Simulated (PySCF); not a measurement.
**A ladder for the ionisation energy of Ru**

Ru [Kr] 4d7 5s1 (5F) → Ru⁺ [Kr] 4d7 (4F). Scalar values calculated with PySCF 2.14 in x2c-TZVPPall with one added diffuse shell each of s, p, d, f type (spin-free X2C; valence: [Kr] frozen; valence and next inner shell: [Ar] 3d10 frozen). The spin-orbit shift comes from two-component X2C-1e calculations (generalised Hartree-Fock, GHF, and MP2 on its spinors, GMP2) in x2c-QZVPPall-2c: GMP2 gives 7.423 eV without and 7.415 eV with screened spin-orbit coupling, a shift of -0.008 eV (GHF: -0.006 eV). Sums use unrounded values; where a UHF row is shifted, it takes the GHF shift.

```csv
method,scalar (eV),plus spin-orbit shift (eV),error (eV)
UHF,6.297,6.291,-1.070
MP2 (valence),7.147,7.140,-0.221
SCS-MP2 (valence),6.886,6.878,-0.482
CCSD (valence),7.098,7.090,-0.270
CCSD(T) (valence),7.171,7.163,-0.197
LDA,8.027,8.019,0.659
PBE,7.750,7.742,0.382
PBE0,7.460,7.452,0.092
r2SCAN,7.660,7.652,0.292
M06,7.206,7.198,-0.162
TPSS,7.543,7.535,0.175
LC-wPBE,7.099,7.091,-0.269
TPSSh,7.440,7.432,0.072
MP2 (valence and next inner shell),7.377,7.370,0.009
SCS-MP2 (valence and next inner shell),7.087,7.079,-0.282
CCSD (valence and next inner shell),7.221,7.213,-0.147
CCSD(T) (valence and next inner shell),7.321,7.313,-0.047
```

Reference: 7.361 eV (measured; NIST Atomic Spectra Database, ionization energies).

The errors of the correlated levels include the incompleteness of the basis and the frozen core, so a lower level can come closer by cancellation.
